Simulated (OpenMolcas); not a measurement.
**Ionisation energies of chromium**

- Program: OpenMolcas
- Basis: ANO-RCC-VTZP [6s5p3d2f1g]
- Scalar Hamiltonian: DKH2, point nucleus
- Spin-orbit coupling: state interaction with AMFI integrals over the reference wave functions, term energies averaged over their components

Active shells in each charge state: the valence d shell, with orbitals averaged over the low states. Where CASPT2's correlated closed shells are named, they are those of the first ion.

A. CASSCF
B. SS-CASPT2, IPEA 0.25 Eh, imaginary shift 0.1 Eh (closed shells correlated: 3s 3p)
C. SS-CASPT2, IPEA 0 Eh, imaginary shift 0.1 Eh (closed shells correlated: 3s 3p)
D. SS-CASPT2, IPEA 0.25 Eh, imaginary shift 0.1 Eh (closed shells correlated: none)
E. SS-CASPT2, IPEA 0.25 Eh, imaginary shift 0.1 Eh (closed shells correlated: 2s 2p 3s 3p)

Energies in eV between the lowest computed levels, named as in B; reference values from the NIST Atomic Spectra Database with their kind.

```tsv
From	To	A	B	C	D	E	Spin-orbit share in B	Reference
Cr2+ 3d⁴ ⁵D₀	Cr3+ 3d³ ⁴F_3/2	29.789	31.071	31.157	30.526	31.086	-0.025	30.959 (measured)
Cr3+ 3d³ ⁴F_3/2	Cr4+ 3d² ³F₂	48.158	49.119	49.182	48.560	49.137	-0.010	49.160 (semi-empirical)
Cr4+ 3d² ³F₂	Cr5+ 3d ²D_3/2	68.698	69.453	69.508	68.848	69.471	+0.013	69.460 (semi-empirical)
Cr5+ 3d ²D_3/2	Cr6+ 3p⁶ ¹S₀	89.639	90.347	90.401	89.639	90.347	+0.069	90.635 (measured)
```

Error against the reference values, in %:

| From | Reference | A | B | C | D | E |
| --- | --- | --- | --- | --- | --- | --- |
| Cr2+ | measured | -3.8 | +0.4 | +0.6 | -1.4 | +0.4 |
| Cr3+ | semi-empirical | -2.0 | -0.1 | 0 | -1.2 | 0 |
| Cr4+ | semi-empirical | -1.1 | 0 | +0.1 | -0.9 | 0 |
| Cr5+ | measured | -1.1 | -0.3 | -0.3 | -1.1 | -0.3 |

Mean absolute error over the 2 measured values: A 1.08 eV, B 0.20 eV, C 0.22 eV, D 0.71 eV, E 0.21 eV.

The lowest level within the active space need not be the ion's true ground level.
